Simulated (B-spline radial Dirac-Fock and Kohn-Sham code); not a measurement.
## The M5-N45N45 Auger spectrum of Eu⁵⁺

System: the Eu⁵⁺ ion, [Kr] 4d10 4f5 5s2 5p5.

The computed values come from a radial finite-basis atomic code: relaxed Dirac-Fock hole states (ΔSCF) with Breit and QED corrections and a finite nucleus. The two-hole levels come from diagonalising the Coulomb interaction among the jj configurations; intensities are independent-particle Coulomb rates. Kinetic energies are from the vacuum level. No correlation. Open outer shells are spectators and are not coupled to the holes.

```
kinetic energy (eV)  J  leading jj holes (weight)  leading LS term (weight)
              736.0  0                N4N4 (0.86)                ¹S0 (0.77)
              743.7  2                N4N4 (0.90)                ¹D2 (0.47)
              746.2  4                N4N5 (0.95)                ¹G4 (0.94)
              747.0  1                N4N5 (1.00)                ³P1 (1.00)
              748.4  2                N4N5 (0.88)                ³P2 (0.52)
              748.8  0                N5N5 (0.86)                ³P0 (0.77)
              750.8  3                N4N5 (1.00)                ³F3 (1.00)
              753.0  2                N5N5 (0.96)                ¹D2 (0.50)
              755.6  4                N5N5 (0.95)                ³F4 (0.94)
```

The intensity is shared as follows: 755.6 eV 25.6 %, 746.2 eV 22.9 %, 753.0 eV 18.6 %, 750.8 eV 10.2 %, 748.4 eV 9.0 %, 747.0 eV 6.1 %, 748.8 eV 4.4 %, 743.7 eV 1.9 %, 736.0 eV 1.4 %.

The strongest line, by its leading LS label ³F4, lies at 755.6 eV. The mean weight of the leading component is 0.93 in jj and 0.77 in LS coupling, so jj labels describe these levels better.

Run: 33 s of CPU time on 1 thread of Intel(R) Xeon(R) 6975P-C (shared host), peak memory 0.51 GiB.
